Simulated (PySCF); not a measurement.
H4PSi, SMILES [SiH3][PH], multiplicity 2. Atoms are numbered in the order given.

```xyz
6

Si     0.0018    -1.0419     0.0000
P     -0.0940     1.1956     0.0000
H      0.7179    -1.5263     1.2074
H     -1.3750    -1.5915     0.0000
H      0.7179    -1.5263    -1.2074
H      1.3237     1.2963     0.0000
```
Charge 0, spin multiplicity 2.

The structure is a stationary point at ωB97X-D3(BJ)/def2-TZVP. The isomer is the one that the SMILES or the coordinates give; other isomers of the formula were not compared.

These are PBE0/pcH-1 (PySCF) values and carry that method's errors.

Unrestricted Kohn–Sham, ⟨S²⟩ = 0.755. Hyperfine tensors hold the contact and dipolar terms, without spin-orbit corrections.

Estimate the hyperfine couplings. (An estimate is asked for; the answer gives what the named calculation found.)


```
nucleus     A(iso) (MHz)  A(iso) (G)  dipolar principal values (MHz)
----------  ------------  ----------  ------------------------------
29Si no. 1          36.9        13.2                 -2.5, -0.2, 2.7
31P no. 2           72.6        25.9           -313.1, -292.6, 605.7
1H no. 3            51.8        18.5                 -2.5, -1.2, 3.6
1H no. 4            -2.6        -0.9                 -2.3, -1.7, 4.0
1H no. 5            51.8        18.5                 -2.5, -1.2, 3.6
1H no. 6           -42.8       -15.3                -17.1, 2.5, 14.6
```

And the g tensor (effective nuclear charges for spin-orbit coupling, GIAO)? (An estimate is asked for; the answer gives what the named calculation found.)

principal values 2.0023, 2.0095, 2.0226; isotropic 2.0115.
